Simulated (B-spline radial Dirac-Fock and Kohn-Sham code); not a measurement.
**Levels of muonic ⁵¹V**

Nucleus: ⁵¹V, Fermi distribution (skin thickness 2.3 fm), rms radius 3.6002 fm (measured, Angeli and Marinova 2013).

The run's input, task.json:

```json
{"items": [{
  "Z": 23,
  "q": 0,
  "cfg": [[1, 0, 2], [2, 0, 2], [2, 1, 6], [3, 0, 2], [3, 1, 6], [3, 2, 3], [4, 0, 2]],
  "A": 51,
  "rrms": 3.6002,
  "do": "muonic",
  "nuclei": [[51, 50.943958, 3.6002, "measured", "fermi"]]
}]}
```

Launch: `python xray2_run.py task.json out`

The computed values come from a radial B-spline solver: the Dirac equation of a negative muon with reduced mass in the field of a spherical finite nucleus, with the Uehling potential to all orders; nuclear polarisation, deformation, hyperfine structure, self-energy, higher-order vacuum polarisation, relativistic recoil and electron screening are left out.

```csv
level,binding (keV),"point nucleus, no QED (keV)",vacuum polarisation (keV),⟨r⟩ (fm)
1s1/2,1385,1495,9.296,17.9
2s1/2,360.4,374.5,1.475,68.9
2p1/2,375.7,374.5,1.344,55.0
2p3/2,373.1,371.9,1.310,55.5
3s1/2,161.9,166.2,0.442,153.3
3p1/2,166.5,166.2,0.384,138.0
3p3/2,165.7,165.4,0.375,138.7
3d3/2,165.7,165.4,0.279,116.5
3d5/2,165.4,165.1,0.277,116.8
```

Problem. By how much does the finite nuclear size lower the 1s binding energy?

Solution. By 119.5 keV, 7.99 % of the point-nucleus value (point value plus vacuum polarisation less the binding energy). The 1s orbit has ⟨r⟩ = 17.9 fm.
